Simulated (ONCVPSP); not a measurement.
sulfur (S): one change to an ONCV potential, before and after

ONCVPSP 4.0.1 input, shortened (lines: element, Z, core and valence counts, functional; n l f; lmax; l rc ep ncon nbas qcut; lloc lpopt rc5 dvloc0; l nproj debl; icmod fcfact rcfact), LDA (Perdew-Zunger), scalar-relativistic:

```
  S 16.00    1    4        3      upf
    1    0    2.00
    2    0    2.00
    2    1    6.00
    3    0    1.00
    3    1    5.00
    1
    0    0.80    0.00    4    9   19.30
    1    0.65    0.00    3    7   17.30
    4    5    0.45    0.00
    0    2    2.60
    1    2    2.80
    0    0.00    0.00
```

Change: all radii scaled by about 1.20 (s 0.96, p 0.78 bohr); local potential polynomial inside 0.54 bohr (lpopt 5, dvloc0 0 Ha).

Cutoffs: the cutoffs (Ha) at which the residual kinetic energy of the hardest occupied pseudo-wave falls to 1 and 0.1 mHa per electron; they do not see the model core or the augmentation charge, which bear on the density cutoff. Errors are all-electron minus pseudo energies relative to the spin-unpolarised reference configuration.

Q: How do hardness, ghosts and transferability respond?

A: The potential gets softer (140 Ha and 365 Ha → 122 Ha and 136 Ha); of the 4 tests that both files solve, the error grows in 0 and shrinks in 1 by more than 15 % and 0.3 meV (median size 2.3 → 2.2 meV); neither file shows a bound ghost. A larger radius leaves more room for a smooth pseudo-wave, so fewer plane waves are needed.

| quantity | base | changed |
| --- | --- | --- |
| cutoff, loose | 140 Ha | 122 Ha |
| cutoff, tight | 365 Ha | 136 Ha |
| loose cutoff by channel | s 96 Ha, p 140 Ha | s 79 Ha, p 122 Ha |
| bound ghosts | none | none |
| GHOST(+) flags under 300 eV | none | none |
| error for 2s2 2p6 3s2 3p4, meV [ΔE -10.24 eV] | +1.0 | +1.0 |
| error for 2s2 2p6 3s2 3p3, meV [ΔE 1.62 eV] | +3.5 | +3.3 |
| error for 2s2 2p6 3s2 3p2, meV [ΔE 24.00 eV] | +9.0 | +9.0 |
| error for 2s2 2p6 3s1 3p4, meV [ΔE 12.42 eV] | +1.1 | +0.7 |
